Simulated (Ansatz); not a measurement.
Ansatz (a quantum-chemistry and plane-wave program) job for CHS₂, SMILES C(=S)=[SH+], charge +1, B3LYP-D3(BJ)/def2-TZVP. 

Ansatz 0.2 input:
```yaml
crystal:
  periodic: [false, false, false]
  atoms:
    - {symbol: S, position_ang: [-0.00084542, 1.61137056, 0.00000000]}
    - {symbol: C, position_ang: [0.03166024, 0.09248864, -0.00000000]}
    - {symbol: S, position_ang: [-0.08913351, -1.53666441, 0.00000000]}
    - {symbol: H, position_ang: [1.24970151, -1.75023020, 0.00000000]}
basis:
  gaussian:
    orbitals: def2-TZVP
hamiltonian:
  xc: b3lyp
  dispersion: d3bj
total_charge: 1
relax: {f_tol: 0.002, max_steps: 200}
```

Output:

```
WARN ansatz: RAYON_NUM_THREADS=1 ignored (pool sized by the plan → 1); use --threads N
Functional definition: B3LYP
integrals: 0.03 GiB planned
766 factors; their error is unknown
mean field: 0.33 GiB planned
mean field evaluation 1: about -22707.1261 eV, gradient 6.5e1 eV
mean field evaluation 2: about -22678.8361 eV, gradient 1.1e2 eV
mean field evaluation 4: about -22716.7137 eV, gradient 6.9e0 eV
mean field evaluation 8: about -22716.8472 eV, gradient 1.2e-1 eV
mean field evaluation 16: about -22716.8858 eV, gradient 2.2e-5 eV
mean field -22716.88576571 eV, -834.8301538317 hartree, gradient 2.2e-5 eV, S^2 0.000000; 0 other end points of the search recorded, 0 dependent functions left out
the calculation of the forces begins
reference -22716.88597547 eV, -834.8301615401 hartree; 19, 19 occupied and 92, 92 virtual orbitals, 766 factors
relax step   1: F+E_penalty+E_count = -22717.05875149 eV  Δ(F+E_penalty+E_count) = +0.000e0 eV  max|allowed force component| = 1.160e0 eV/Å  Δτ_max = 0.0000 Å  (30 SCF iters, accepted)
these checks for a lower state are left out or cut short: starts, cluster_reference, orbital_swaps, neighbouring_geometries, increment
integrals: 0.03 GiB planned
766 factors; their error is unknown
mean field: 0.33 GiB planned
mean field -22716.89345110 eV, -834.8304362645 hartree, gradient 2.0e-5 eV, S^2 0.000000; 0 other end points of the search recorded, 0 dependent functions left out
the calculation of the forces begins
reference -22716.89366073 eV, -834.8304439684 hartree; 19, 19 occupied and 92, 92 virtual orbitals, 766 factors
relax step   2: F+E_penalty+E_count = -22717.06678401 eV  Δ(F+E_penalty+E_count) = -8.033e-3 eV  max|allowed force component| = 5.978e-1 eV/Å  Δτ_max = 0.0090 Å  (33 SCF iters, accepted)
these checks for a lower state are left out or cut short: starts, cluster_reference, orbital_swaps, neighbouring_geometries, increment
integrals: 0.03 GiB planned
766 factors; their error is unknown
mean field: 0.33 GiB planned
mean field evaluation 32: about -22716.8957 eV, gradient 1.9e-5 eV
mean field -22716.89565360 eV, -834.8305172049 hartree, gradient 1.9e-5 eV, S^2 0.000000; 0 other end points of the search recorded, 0 dependent functions left out
the calculation of the forces begins
reference -22716.89586315 eV, -834.8305249057 hartree; 19, 19 occupied and 92, 92 virtual orbitals, 766 factors
relax step   3: F+E_penalty+E_count = -22717.06920765 eV  Δ(F+E_penalty+E_count) = -2.424e-3 eV  max|allowed force component| = 3.048e-2 eV/Å  Δτ_max = 0.0068 Å  (33 SCF iters, accepted)
these checks for a lower state are left out or cut short: starts, cluster_reference, orbital_swaps, neighbouring_geometries, increment
integrals: 0.03 GiB planned
766 factors; their error is unknown
mean field: 0.33 GiB planned
mean field -22716.89570908 eV, -834.8305192437 hartree, gradient 1.9e-5 eV, S^2 0.000000; 0 other end points of the search recorded, 0 dependent functions left out
the calculation of the forces begins
reference -22716.89591865 eV, -834.8305269452 hartree; 19, 19 occupied and 92, 92 virtual orbitals, 766 factors
relax step   4: F+E_penalty+E_count = -22717.06927288 eV  Δ(F+E_penalty+E_count) = -6.523e-5 eV  max|allowed force component| = 2.528e-2 eV/Å  Δτ_max = 0.0016 Å  (33 SCF iters, accepted)
these checks for a lower state are left out or cut short: starts, cluster_reference, orbital_swaps, neighbouring_geometries, increment
integrals: 0.03 GiB planned
766 factors; their error is unknown
mean field: 0.33 GiB planned
mean field -22716.89575348 eV, -834.8305208754 hartree, gradient 2.0e-5 eV, S^2 0.000000; 0 other end points of the search recorded, 0 dependent functions left out
the calculation of the forces begins
reference -22716.89596309 eV, -834.8305285786 hartree; 19, 19 occupied and 92, 92 virtual orbitals, 766 factors
relax step   5: F+E_penalty+E_count = -22717.06933579 eV  Δ(F+E_penalty+E_count) = -6.291e-5 eV  max|allowed force component| = 3.905e-3 eV/Å  Δτ_max = 0.0040 Å  (34 SCF iters, accepted)
these checks for a lower state are left out or cut short: starts, cluster_reference, orbital_swaps, neighbouring_geometries, increment
integrals: 0.03 GiB planned
766 factors; their error is unknown
mean field: 0.33 GiB planned
mean field -22716.89576320 eV, -834.8305212326 hartree, gradient 5.2e-5 eV, S^2 0.000000; 0 other end points of the search recorded, 0 dependent functions left out
the calculation of the forces begins
reference -22716.89597281 eV, -834.8305289357 hartree; 19, 19 occupied and 92, 92 virtual orbitals, 766 factors
relax step   6: F+E_penalty+E_count = -22717.06933791 eV  Δ(F+E_penalty+E_count) = -2.118e-6 eV  max|allowed force component| = 7.164e-4 eV/Å  Δτ_max = 0.0008 Å  (21 SCF iters, accepted)
integrals: 0.03 GiB planned
766 factors; their error is unknown
mean field: 0.33 GiB planned
mean field evaluation 64: about -22716.8567 eV, gradient 1.1e-1 eV
mean field -22716.89576320 eV, -834.8305212326 hartree, gradient 5.2e-5 eV, S^2 0.000000; 1 other end points of the search recorded, 0 dependent functions left out
the calculation of the forces begins
reference -22716.89597281 eV, -834.8305289357 hartree; 19, 19 occupied and 92, 92 virtual orbitals, 766 factors
Total energy: -22717.06954752 eV, -834.8369076885 hartree
Atom 0 at     0.009864     1.595970     0.000000 Å, force    -0.000049    -0.000300     0.000000 eV/Å
Atom 1 at     0.024210     0.094692    -0.000000 Å, force     0.000135     0.000329     0.000000 eV/Å
Atom 2 at    -0.093971    -1.540033     0.000000 Å, force    -0.000716     0.000019    -0.000000 eV/Å
Atom 3 at     1.251279    -1.733664     0.000000 Å, force     0.000630    -0.000048     0.000000 eV/Å
Dipole moment:     0.212238    -0.086835    -0.000000 e Å
```

Self-consistency was reached.

Cost: very roughly 17 core-seconds.
